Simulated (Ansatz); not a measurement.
```yaml
atoms:
  - { symbol: C, position_ang: [-0.0068, 0.0492, -0.0054] }
  - { symbol: C, position_ang: [0.0266, 0.8202, 1.2452] }
  - { symbol: C, position_ang: [0.0158, -0.0322, 2.5020] }
  - { symbol: H, position_ang: [-0.0244, 0.6509, -0.8326] }
  - { symbol: H, position_ang: [0.9358, -0.6336, 0.0048] }
  - { symbol: H, position_ang: [-0.8562, -0.6442, 0.0195] }
  - { symbol: H, position_ang: [-0.8523, 1.4574, 1.2795] }
  - { symbol: H, position_ang: [0.9156, 1.4997, 1.3051] }
  - { symbol: H, position_ang: [-0.0081, 0.6451, 3.4623] }
  - { symbol: H, position_ang: [-0.8493, -0.6051, 2.5675] }
  - { symbol: H, position_ang: [0.8557, -0.6582, 2.5288] }
```

Basis set: cc-pVDZ (spherical functions). Left uncorrelated: 3 orbitals. Charge 0, multiplicity 1.

Computed with Ansatz (development build ahead of 0.2.0); each method stands on the lowest determinant of its kind that the runs found. Restricted open shells among the atoms or ions are ROHF, correlated in semicanonical orbitals with singles.

The atomization energy at this shape (free ground-state atoms in the same class of orbitals less the molecule, no zero-point energy) of singlet C3H8:

```json
{"method": "RHF", "atomization energy": "32.99 eV"}
```

(1) What does RHF-MP2 give?

Results:

(1) 40.56 eV. Caution: the shape is not the minimum.
